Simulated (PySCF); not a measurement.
**Working out the ionisation energy of Bi(2+)**

Bi(2+) [Xe] 4f14 5d10 6s2 6p1 (2P) → Bi(3+) [Xe] 4f14 5d10 6s2 (1S). Computed with PySCF 2.14 in x2c-TZVPPall (11s7p6d3f, 83 functions), with the spin-free X2C one-electron Hamiltonian (Gaussian nucleus). Frozen: [Kr] 4d10 4f14. Energies in hartree (1 hartree = 27.21139 eV):

```tsv
part	Bi(2+) (lower)	Bi(3+) (upper)
UHF	-21528.316164	-21527.467490
CCSD correlation	-0.435243	-0.421171
(T)	-0.007714	-0.007105
```

Problem. What does Hartree-Fock give?

Solution. (-21527.467490) − (-21528.316164) = 0.848674 hartree = 23.094 eV.

Problem. What do CCSD and CCSD(T) give?

Solution. The CCSD correlation energies differ by 0.014072 hartree = 0.383 eV and the triples by 0.000609 hartree = 0.017 eV, so CCSD gives 23.477 eV and CCSD(T) 23.494 eV.

A first-order spin-orbit estimate adds 1.463 eV to CCSD(T) (valence and next inner shell), giving 24.957 eV against 25.571 eV (measured; NIST Atomic Spectra Database, ionization energies).

What remains against the reference includes basis incompleteness, the frozen core and higher excitations.
